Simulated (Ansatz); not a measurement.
Ansatz (an electronic-structure program) input:

Ansatz 0.2 input:
```yaml
crystal:
  periodic: [false, false, false]
  atoms:
    - {symbol: C, position_ang: [-2.23494264, 0.16029722, -0.03480794]}
    - {symbol: C, position_ang: [-1.48325906, -0.92353022, 0.03297593]}
    - {symbol: O, position_ang: [-0.09908754, -1.01229533, 0.05396124]}
    - {symbol: C, position_ang: [0.67585150, 0.09471890, 0.00272941]}
    - {symbol: F, position_ang: [1.94415718, -0.30352524, 0.03921319]}
    - {symbol: F, position_ang: [0.46425625, 0.92378057, 1.03929451]}
    - {symbol: F, position_ang: [0.48948102, 0.80608308, -1.12235284]}
    - {symbol: H, position_ang: [-1.84489603, 1.16474339, -0.08494654]}
    - {symbol: H, position_ang: [-3.30728068, 0.03301480, -0.04039103]}
    - {symbol: H, position_ang: [-1.88207184, -1.92535666, 0.08286959]}
basis:
  gaussian:
    orbitals: def2-TZVPD
hamiltonian:
  xc: {name: wB97M-V}
total_charge: 1
magnetization: {spin_polarized: true, initial_magnetization: 1}
```

### Question
What final total energy does it print?

### Answer
-490.56481 Eh (wB97M-V/def2-TZVPD). The basis has 298 functions.

This state (charge 1, doublet) is run at the relaxed geometry of the species with charge 0 and multiplicity 1.
